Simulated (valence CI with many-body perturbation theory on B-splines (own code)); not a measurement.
## Ar¹⁰⁺: electric-dipole lines

Level of theory: valence CI with perturbative core correlation (CI+MBPT): six valence electrons over a frozen Dirac-Fock core [He], radial functions for each j: 9 s, 9 p, 8 d, 6 f, 3 g, 1 h, with the one-electron correlation potential Σ1, the two-electron term Σ2, the three-electron term Σ3, Breit, model QED; selected CI, second order for the rest, scaled by the run's own slope (own B-spline code, finite nucleus).

No measured spectrum was set against this ion. As an estimate, levels of excited configurations hold to 0.05 to 0.15 % of their energy, terms of the ground configuration to about 0.5 %. Among the levels kept, up to 3000 cm⁻¹ of a level comes from second order outside the variational space, and about a tenth of that is noise between levels of different J, which matters for small intervals.

Lines 1 to 50 of 196 in falling wavelength, among levels below 2876600 cm⁻¹, chosen from the strongest by gf and those to the six lowest levels. Wavelengths and rates use the calculated energies, so an error of 1000 cm⁻¹ moves a line at 174.7 nm by 1.7 % and its rate by three times that or more. Electric multipoles are in the length gauge, E1 and E2 with the static RPA response of the core. Weak lines are less certain than strong ones. Lines between different terms over intervals too small for the method are left out, as are lines whose strength nearly cancels. Where a level lies close to another of its J and parity, the split of strength between their lines is uncertain. The highest levels of a list are the least certain.

Names give the largest LS component (configuration and term), which can be under half, so a name can repeat, a term be missing and a line seem to break the LS rules; names also repeat where a configuration has a term twice. Letters in brackets count levels of one name in rising energy.

| λ vac (nm) | Upper | Lower | A (s⁻¹) | log gf | Branch % |
| --- | --- | --- | --- | --- | --- |
| 174.7 | 2s2 2p3 3p 3D_1 [a] | 2s2 2p3 3s 1P°_1 | 6.12e+06 | -2.08 | 0.3 |
| 173.5 | 2s2 2p3 3d 3D°_3 | 2s2 2p3 3p 3P_2 [b] | 2.48e+06 | -2.11 | 0.0 |
| 160.8 | 2s2 2p3 3p 3P_2 [a] | 2s2 2p3 3s 3D°_3 | 1.03e+07 | -1.70 | 0.6 |
| 158.2 | 2s2 2p3 3p 3P_1 [a] | 2s2 2p3 3s 3D°_2 | 6.52e+06 | -2.13 | 0.4 |
| 155.6 | 2s2 2p3 3p 3P_2 [a] | 2s2 2p3 3s 3D°_2 | 4.28e+06 | -2.11 | 0.2 |
| 139.2 | 2s2 2p3 3p 3D_3 [a] | 2s2 2p3 3s 3P°_2 | 6.28e+06 | -1.89 | 0.3 |
| 138.3 | 2s2 2p3 3p 3D_2 [a] | 2s2 2p3 3s 3P°_1 | 6.60e+06 | -2.02 | 0.4 |
| 100.1 | 2s2 2p3 3d 3D°_3 | 2s2 2p3 3p 3F_3 | 8.15e+06 | -2.07 | 0.0 |
| 97.76 | 2s2 2p3 3p 1P_1 [a] | 2s2 2p3 3s 1D°_2 | 2.40e+08 | -0.99 | 11.1 |
| 91.82 | 2s2 2p3 3d 3D°_3 | 2s2 2p3 3p 3D_3 [a] | 1.75e+07 | -1.81 | 0.0 |
| 90.40 | 2s2 2p3 3d 3D°_2 | 2s2 2p3 3p 3D_2 [a] | 1.38e+07 | -2.07 | 0.0 |
| 88.02 | 2s2 2p3 3p 3D_1 [a] | 2s2 2p3 3s 1D°_2 | 3.40e+08 | -0.93 | 13.9 |
| 86.70 | 2s2 2p3 3p 3P_1 [b] | 2s2 2p3 3s 3P°_2 | 2.12e+08 | -1.15 | 1.2 |
| 84.62 | 2s2 2p3 3p 3D_1 [b] | 2s2 2p3 3s 1P°_1 | 3.68e+07 | -1.93 | 0.5 |
| 84.10 | 2s2 2p3 3p 3D_2 [b] | 2s2 2p3 3s 1P°_1 | 1.06e+08 | -1.25 | 1.5 |
| 83.88 | 2s2 2p3 3p 3P_1 [b] | 2s2 2p3 3s 3P°_1 | 4.66e+07 | -1.83 | 0.3 |
| 83.79 | 2s2 2p3 3p 1P_1 [a] | 2s2 2p3 3s 3D°_2 | 1.87e+08 | -1.23 | 8.7 |
| 83.45 | 2s2 2p3 3p 1P_1 [a] | 2s2 2p3 3s 3D°_1 | 2.82e+08 | -1.05 | 13.1 |
| 81.37 | 2s2 2p3 3p 3F_3 | 2s2 2p3 3s 1D°_2 | 2.62e+07 | -1.74 | 1.2 |
| 79.74 | 2s2 2p3 3p 3D_2 [a] | 2s2 2p3 3s 3D°_3 | 1.90e+08 | -1.04 | 11.9 |
| 79.49 | 2s2 2p3 3p 1D_2 [a] | 2s2 2p3 3s 1P°_1 | 2.10e+08 | -1.00 | 3.0 |
| 78.44 | 2s2 2p3 3p 3D_2 [a] | 2s2 2p3 3s 3D°_2 | 8.92e+08 | -0.39 | 56.0 |
| 77.92 | 2s2 2p3 3p 1F_3 | 2s2 2p3 3s 1D°_2 | 1.21e+09 | -0.11 | 76.7 |
| 77.62 | 2s2 2p3 3p 3D_3 [a] | 2s2 2p3 3s 3D°_3 | 1.13e+09 | -0.15 | 62.8 |
| 76.53 | 2s2 2p3 3p 3D_1 [a] | 2s2 2p3 3s 3D°_2 | 1.12e+08 | -1.53 | 4.6 |
| 76.26 | 2s2 2p3 3p 3D_1 [a] | 2s2 2p3 3s 3D°_1 | 4.73e+08 | -0.91 | 19.3 |
| 76.09 | 2s2 2p3 3p 3S_1 | 2s2 2p3 3s 3P°_2 | 3.01e+08 | -1.11 | 1.7 |
| 75.94 | 2s2 2p3 3p 1P_1 [b] | 2s2 2p3 3s 1P°_1 | 9.68e+08 | -0.60 | 14.2 |
| 75.46 | 2s2 2p3 3p 3D_1 [b] | 2s2 2p3 3s 3P°_2 | 5.15e+07 | -1.88 | 0.8 |
| 75.04 | 2s2 2p3 3p 3D_2 [b] | 2s2 2p3 3s 3P°_2 | 2.17e+08 | -1.04 | 3.1 |
| 74.51 | 2s2 2p3 3p 3P_1 [a] | 2s2 2p3 3s 3S°_1 | 1.23e+09 | -0.51 | 70.4 |
| 73.92 | 2s2 2p3 3p 3P_2 [a] | 2s2 2p3 3s 3S°_1 | 1.22e+09 | -0.30 | 69.1 |
| 73.91 | 2s2 2p3 3p 3S_1 | 2s2 2p3 3s 3P°_1 | 5.51e+08 | -0.87 | 3.2 |
| 73.60 | 2s2 2p3 3p 5P_1 | 2s2 2p3 3s 5S°_2 | 1.38e+09 | -0.47 | 95.8 |
| 73.52 | 2s2 2p3 3p 3P_0 [a] | 2s2 2p3 3s 3S°_1 | 1.28e+09 | -0.98 | 77.3 |
| 73.31 | 2s2 2p3 3p 3D_1 [b] | 2s2 2p3 3s 3P°_1 | 4.02e+08 | -1.01 | 5.9 |
| 73.16 | 2s2 2p3 3p 3S_1 | 2s2 2p3 3s 3P°_0 | 6.55e+07 | -1.80 | 0.4 |
| 73.00 | 2s2 2p3 3p 5P_2 | 2s2 2p3 3s 5S°_2 | 1.41e+09 | -0.25 | 98.4 |
| 72.92 | 2s2 2p3 3p 3D_2 [b] | 2s2 2p3 3s 3P°_1 | 6.76e+08 | -0.57 | 9.8 |
| 72.83 | 2s2 2p3 3p 3F_2 | 2s2 2p3 3s 3D°_2 | 2.19e+07 | -2.06 | 1.1 |
| 72.58 | 2s2 2p3 3p 3F_2 | 2s2 2p3 3s 3D°_1 | 1.50e+09 | -0.23 | 74.6 |
| 72.57 | 2s2 2p3 3p 3D_1 [b] | 2s2 2p3 3s 3P°_0 | 8.70e+08 | -0.69 | 12.8 |
| 72.47 | 2s2 2p3 3p 3D_3 [b] | 2s2 2p3 3s 3P°_2 | 1.47e+09 | -0.09 | 24.8 |
| 71.74 | 2s2 2p3 3p 5P_3 | 2s2 2p3 3s 5S°_2 | 1.50e+09 | -0.09 | 99.1 |
| 71.46 | 2s2 2p3 3p 3F_3 | 2s2 2p3 3s 3D°_2 | 1.55e+09 | -0.08 | 72.3 |
| 71.31 | 2s2 2p3 3p 3F_4 | 2s2 2p3 3s 3D°_3 | 1.63e+09 | 0.05 | 95.6 |
| 69.89 | 2s2 2p3 3p 3P_2 [c] | 2s2 2p3 3s 1P°_1 | 3.15e+08 | -0.94 | 8.7 |
| 69.59 | 2s2 2p3 3p 3P_1 [c] | 2s2 2p3 3s 1P°_1 | 1.63e+08 | -1.45 | 2.5 |
| 69.43 | 2s2 2p3 3p 1D_2 [a] | 2s2 2p3 3s 3P°_1 | 7.04e+08 | -0.59 | 9.9 |
| 68.78 | 2s2 2p3 3p 1F_3 | 2s2 2p3 3s 3D°_2 | 4.19e+07 | -1.68 | 2.7 |
